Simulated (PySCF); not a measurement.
Bi(OH)(TeH)2 (BiH₃OTe₂), SMILES [TeH][Bi]([TeH])[OH].

Geometry: PBE0-D3(BJ)/def2-SVP. The structure was generated by enumeration; whether it is a known compound was not checked. The def2 effective core potentials stand for the cores of Bi, Te; spin–orbit coupling is left out. One conformer was computed; it need not be the lowest.

The numbers are results of TDDFT-PBE/def2-SVPD run with PySCF, not measurements.

Vertical excitations. Gas-phase values at a fixed geometry.

```csv
state,energy (eV),λ (nm),f,main pairs
S1,2.76,450,0.001,HOMO→LUMO 96 %
S2,2.98,416,0.003,"HOMO−1→LUMO 75 %, HOMO→LUMO+1 21 %"
S3,3.11,398,0.005,"HOMO→LUMO+1 74 %, HOMO−1→LUMO 21 %"
S4,3.30,375,0.001,HOMO−1→LUMO+1 94 %
S5,3.61,344,0.008,HOMO→LUMO+2 86 %
S6,3.85,322,0.004,HOMO−1→LUMO+2 86 %
S7,3.98,312,0.024,HOMO−2→LUMO 75 %
S8,4.23,293,0.003,HOMO→LUMO+3 94 %
S9,4.27,291,0.014,"HOMO−2→LUMO+1 47 %, HOMO−3→LUMO 43 %"
S10,4.44,279,0.014,"HOMO−1→LUMO+3 65 %, HOMO→LUMO+4 18 %, HOMO−3→LUMO+1 11 %"
T1,2.55,487,0,HOMO→LUMO 97 %
T2,2.74,452,0,"HOMO−1→LUMO 78 %, HOMO→LUMO+1 20 %"
T3,2.88,430,0,"HOMO→LUMO+1 78 %, HOMO−1→LUMO 20 %"
T4,3.09,401,0,HOMO−1→LUMO+1 96 %
```
Triplets are in the Tamm–Dancoff approximation, which puts them higher than full response would, so one can lie above its singlet here.
